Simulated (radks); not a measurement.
Values are calculated unless marked as measured or tabulated.
Isoelectronic series with 19 electrons, each ion in its NIST ground configuration. Level of theory: Dirac Kohn-Sham, BLYP, spin-unpolarised, spherical densities, point nucleus; open shells fill j = l - 1/2 first (a radial shooting solver on a logarithmic mesh with Libxc functionals). Total energies (hartree) and mean radii <r> (bohr):

ion   configuration  E (hartree)   3p3/2   3p1/2   3s1/2   2p3/2
K          [Ar] 4s1   -602.31341   1.441   1.432   1.268  0.3514
Ca+        [Ar] 4s1   -680.33968   1.271   1.263   1.155  0.3286
Sc2+       [Ar] 3d1   -763.59234   1.166   1.158   1.073  0.3085
Ti3+       [Ar] 3d1   -852.08095   1.060   1.052  0.9925  0.2908
V4+        [Ar] 3d1   -945.74151  0.9714  0.9643  0.9223  0.2750
Cr5+       [Ar] 3d1  -1044.57734  0.8971  0.8903  0.8612  0.2607
Mn6+       [Ar] 3d1  -1148.59679  0.8339  0.8272  0.8075  0.2479
Fe7+       [Ar] 3d1  -1257.81110  0.7792  0.7726  0.7601  0.2363
Co8+       [Ar] 3d1  -1372.23355  0.7315  0.7249  0.7179  0.2256
Ni9+       [Ar] 3d1  -1491.87904  0.6894  0.6829  0.6801  0.2159

Estimate the row of Cu10+ ([Ar] 3d1).

Answer. E (hartree) -1616.76383; 3p3/2 0.6521; 3p1/2 0.6455; 3s1/2 0.6461; 2p3/2 0.2070.
